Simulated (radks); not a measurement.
Spherical quantum dot in the effective-mass picture: electrons in a parabolic well V = omega^2 r^2 / 2 with omega = 0.523, all in effective atomic units (hartree* = m*/eps^2 hartree, bohr* = eps/m* bohr), one dielectric constant everywhere. Method: non-relativistic Kohn-Sham, PBE, spin-polarised, spherical densities; computed with a radial shooting solver with Libxc functionals. Levels are named by radial order and angular momentum (1s, 1p, 1d, 2s, ...), and open shells are averaged over m. Results are scaled to m* = 0.056 and eps = 12.1, for which hartree* = 10.41 meV and bohr* = 11.43 nm.

N = 6, configuration 1s2 1p(up 3, down 1). This is the lowest configuration that the search found. Occupied and some empty levels:

| level | occupation | eigenvalue (meV) | <r> (nm) |
|---|---|---|---|
| 1s up | 1 | 30.344 | 23.11 |
| 1s down | 1 | 30.820 | 22.72 |
| 1p up | 3 | 33.638 | 28.54 |
| 1p down | 1 | 34.218 | 28.55 |
| 1d up | 0 | 37.456 | 32.70 |
| 1d down | 0 | 38.029 | 32.90 |
| 2s up | 0 | 38.491 | 29.11 |
| 2s down | 0 | 38.797 | 29.31 |
| 1f up | 0 | 41.631 | 36.28 |
| 1f down | 0 | 42.152 | 36.56 |

Energy (meV): total 129.812, kinetic 24.501, external 51.862, Hartree 71.983, exchange-correlation -18.535.

Electron density:

| r (nm) | n(r) (e/nm^3) |
|---|---|
| 2.54 | 0.00003684 |
| 5.38 | 0.00003847 |
| 8.21 | 0.00004074 |
| 11.0 | 0.00004293 |
| 13.9 | 0.00004425 |
| 16.7 | 0.00004403 |
| 19.5 | 0.00004188 |
| 22.4 | 0.00003781 |
| 25.2 | 0.00003217 |
| 28.0 | 0.00002565 |
| 30.9 | 0.00001910 |
| 33.7 | 0.00001318 |
| 36.5 | 8.431e-06 |
| 39.4 | 5.014e-06 |
| 42.2 | 2.772e-06 |
| 45.0 | 1.429e-06 |
| 47.9 | 6.886e-07 |
| 50.7 | 3.075e-07 |
| 53.5 | 1.275e-07 |
| 56.3 | 4.938e-08 |
